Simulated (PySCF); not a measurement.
Work out the structure from these simulated measurements.

Formula: C8H8S.

| Item | Value |
| --- | --- |
| Rotational structure | rotational constants A, B, C: 3.344, 1.294, 1.289 GHz [PBE0-D3(BJ)/def2-SVP] |
| UV, strongest line | among the 10 lowest singlet transitions: S7 at 6.64 eV (187 nm, f = 0.029) [TDDFT B3LYP/def2-SVPD] |
| UV, first state | lowest singlet excitation: 5.19 eV (239 nm, f = 0.013) [TDDFT B3LYP/def2-SVPD] |
| NMR, other nuclei | isotropic shieldings of nuclei other than C and H, by class: 593 (1 S) ppm [GIAO HF/pcSseg-1] |
| Polarisability | 98.5 au [B3LYP/def2-SVPD] |
| 13C NMR | chemical shifts (computed TMS as zero) by class: 49.6 (1 C), 47.5 (3 C), 42.9 (1 C), 39.3 (3 C) ppm [GIAO HF/pcSseg-1] |
| Triplet | lowest triplet excitation (Tamm–Dancoff): 4.86 eV [TDA B3LYP/def2-SVPD] |

Electronic properties: PySCF, gas phase, density fitting. Levels stand in brackets. Geometry: PBE0-D3(BJ)/def2-SVP, one conformer, isolated molecule. NMR classes are plain means over equivalent atoms (diastereotopic ones count apart unless rotation or inversion swaps them), as if these changed places fast.

Problem. What is the compound? Reason from the data.

Solution. Numbering: `[SH:1][C@:2]12[C@H:3]3[C@@H:4]4[C@@H:5]5[C@H:6]3[C@H:7]1[C@@H:8]5[C@H:9]24`. Its formula, C8H8S, gives 5 degrees of unsaturation: 5 rings and 0 π bonds in the structure found. 8 carbons fall into 4 classes; from least to most shielded: ring sp3 carbon bound to sulfur [C2] (49.6 ppm), sp3 carbon at a ring junction [C3/C7/C9] (47.5 ppm, 3 C, up to 7.1 ppm apart in this geometry), sp3 carbon at a ring junction [C5] (42.9 ppm), sp3 carbon at a ring junction [C4/C6/C8] (39.3 ppm, 3 C). The other shieldings belong to: 593 ppm, thiol sulfur [S1]. The optimised geometry has point group Cs and is an asymmetric top. Structure: `[C@H]12[C@@H]3[C@@H]4C1[C@@H]1[C@H]2[C@@]3(S)[C@H]41`. Computed isomers that give other values at the same levels: `C=CSc1ccccc1` (rotational constant A: 2.811 GHz; this holds for the one conformer computed); `C=Cc1ccc(S)cc1` (rotational constant A: 4.972 GHz; this holds for the one conformer computed); `CC(=S)[C@@]12[C@@H]3[C@H]4[C@@H]3[C@@H]1[C@H]42` (13C chemical shifts (computed TMS as zero) by class: 283.2 (1 C), 53.0 (2 C), 49.3 (1 C), 38.4 (1 C), 30.1 (1 C), 21.9 (2 C) ppm). The assignments are read from this structure; whether some other isomer fits the data as well wasn't checked.

Conformer computed: `[SH:1][C@:2]12[C@H:3]3[C@@H:4]4[C@@H:5]5[C@H:6]3[C@H:7]1[C@@H:8]5[C@H:9]24`: H–S1–C2–C3 63°.
